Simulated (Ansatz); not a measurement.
Mulliken charges of `F[SiH2][TeH]` from B3LYP/def2-TZVPP in Ansatz (PBE0-D4/def2-TZVP geometry).

```json
{"atom": "F1", "x (Å)": "-1.838", "y (Å)": "-0.009", "z (Å)": "0.167", "charge (e)": "-0.315"}
{"atom": "Si2", "x (Å)": "-0.385", "y (Å)": "-0.124", "z (Å)": "-0.493", "charge (e)": "0.489"}
{"atom": "Te3", "x (Å)": "1.358", "y (Å)": "-0.727", "z (Å)": "1.157", "charge (e)": "-0.028"}
{"atom": "H4", "x (Å)": "-0.420", "y (Å)": "-1.221", "z (Å)": "-1.487", "charge (e)": "-0.068"}
{"atom": "H5", "x (Å)": "-0.086", "y (Å)": "1.186", "z (Å)": "-1.110", "charge (e)": "-0.061"}
{"atom": "H6", "x (Å)": "1.412", "y (Å)": "0.831", "z (Å)": "1.720", "charge (e)": "-0.019"}
```

Problem. By hand: the dipole of these point charges (1 e Å = 4.8032 D).

Solution. Σ q r = (0.360, -0.043, -0.190) e Å, of length 0.409 e Å = 1.96 D.

Problem. How does the dipole of the full density compare? (Best estimate.)

Solution. Computed: (0.204, 0.020, -0.106) e Å, 1.11 D; the point charges give 1.77 times that, at 11° from its direction.

Point charges leave out the atoms' own dipoles, such as those of lone pairs, and Mulliken's split depends on the basis, so the two needn't agree.

B3LYP here is the variant with VWN-RPA as its local correlation; programs differ in this.
